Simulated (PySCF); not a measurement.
AlF2H4NO2Si, SMILES [OH][Al]([OH])[NH][SiH](F)F.

Coordinates come from a B3LYP-D3(BJ)/def2-SVP optimisation. The structure was generated by enumeration; whether it is a known compound was not checked. One conformer was computed; it need not be the lowest.

Level of theory: B3LYP-D3(BJ)/def2-SVP run with PySCF 2.14.0.

Frequencies are harmonic and unscaled.

Computed vibrational spectrum:
```json
[
 {"mode": "1", "ν (cm⁻¹)": "21", "IR (km/mol)": "2.1", "moving atoms (share of kinetic energy)": "F 50 %, O 30 %"},
 {"mode": "2", "ν (cm⁻¹)": "48", "IR (km/mol)": "0.2", "moving atoms (share of kinetic energy)": "F 34 %, O 30 %, N 25 %, H 8 %"},
 {"mode": "3", "ν (cm⁻¹)": "90", "IR (km/mol)": "2.3", "moving atoms (share of kinetic energy)": "O 50 %, F 16 %, N 12 %, H 9 %"},
 {"mode": "4", "ν (cm⁻¹)": "201", "IR (km/mol)": "21.7", "moving atoms (share of kinetic energy)": "O 54 %, F 21 %, H 16 %"},
 {"mode": "5", "ν (cm⁻¹)": "232", "IR (km/mol)": "19.4", "moving atoms (share of kinetic energy)": "H 47 %, F 30 %, Si 9 %"},
 {"mode": "6", "ν (cm⁻¹)": "245", "IR (km/mol)": "11.3", "moving atoms (share of kinetic energy)": "O 24 %, Si 22 %, N 19 %, Al 15 %, H 12 %"},
 {"mode": "7", "ν (cm⁻¹)": "263", "IR (km/mol)": "118.2", "moving atoms (share of kinetic energy)": "H 40 %, Al 30 %, O 23 %"},
 {"mode": "8", "ν (cm⁻¹)": "285", "IR (km/mol)": "30.5", "moving atoms (share of kinetic energy)": "F 51 %, Al 17 %, O 11 %, H 9 %"},
 {"mode": "9", "ν (cm⁻¹)": "286", "IR (km/mol)": "2.3", "moving atoms (share of kinetic energy)": "H 44 %, Al 28 %, N 13 %, O 9 %"},
 {"mode": "10", "ν (cm⁻¹)": "329", "IR (km/mol)": "94.1", "moving atoms (share of kinetic energy)": "H 85 %, O 10 %"},
 {"mode": "11", "ν (cm⁻¹)": "374", "IR (km/mol)": "6.6", "moving atoms (share of kinetic energy)": "F 52 %, Si 29 %, Al 8 %"},
 {"mode": "12", "ν (cm⁻¹)": "490", "IR (km/mol)": "232.6", "moving atoms (share of kinetic energy)": "H 77 %, O 19 %"},
 {"mode": "13", "ν (cm⁻¹)": "497", "IR (km/mol)": "183.3", "moving atoms (share of kinetic energy)": "H 59 %, N 32 %"},
 {"mode": "14", "ν (cm⁻¹)": "576", "IR (km/mol)": "157.8", "moving atoms (share of kinetic energy)": "H 71 %, O 27 %"},
 {"mode": "15", "ν (cm⁻¹)": "674", "IR (km/mol)": "69.6", "moving atoms (share of kinetic energy)": "N 40 %, O 27 %, H 16 %, Si 14 %"},
 {"mode": "16", "ν (cm⁻¹)": "820", "IR (km/mol)": "97.7", "moving atoms (share of kinetic energy)": "F 33 %, O 24 %, Si 15 %, Al 12 %, N 11 %"},
 {"mode": "17", "ν (cm⁻¹)": "831", "IR (km/mol)": "3.7", "moving atoms (share of kinetic energy)": "H 80 %, F 19 %"},
 {"mode": "18", "ν (cm⁻¹)": "847", "IR (km/mol)": "53.7", "moving atoms (share of kinetic energy)": "H 69 %, F 9 %, N 8 %"},
 {"mode": "19", "ν (cm⁻¹)": "908", "IR (km/mol)": "23.0", "moving atoms (share of kinetic energy)": "Si 25 %, H 22 %, F 22 %, Al 17 %, O 11 %"},
 {"mode": "20", "ν (cm⁻¹)": "951", "IR (km/mol)": "224.7", "moving atoms (share of kinetic energy)": "Si 49 %, F 38 %, H 13 %"},
 {"mode": "21", "ν (cm⁻¹)": "952", "IR (km/mol)": "197.0", "moving atoms (share of kinetic energy)": "H 34 %, Al 20 %, N 17 %, O 17 %, Si 12 %"},
 {"mode": "22", "ν (cm⁻¹)": "970", "IR (km/mol)": "150.0", "moving atoms (share of kinetic energy)": "Al 36 %, O 27 %, H 16 %, N 13 %"},
 {"mode": "23", "ν (cm⁻¹)": "1146", "IR (km/mol)": "405.8", "moving atoms (share of kinetic energy)": "H 50 %, N 40 %"},
 {"mode": "24", "ν (cm⁻¹)": "2347", "IR (km/mol)": "78.9", "moving atoms (share of kinetic energy)": "H 97 %"},
 {"mode": "25", "ν (cm⁻¹)": "3557", "IR (km/mol)": "32.5", "moving atoms (share of kinetic energy)": "H 93 %"},
 {"mode": "26", "ν (cm⁻¹)": "3936", "IR (km/mol)": "109.2", "moving atoms (share of kinetic energy)": "H 94 %"},
 {"mode": "27", "ν (cm⁻¹)": "3951", "IR (km/mol)": "97.9", "moving atoms (share of kinetic energy)": "H 94 %"}
]
```
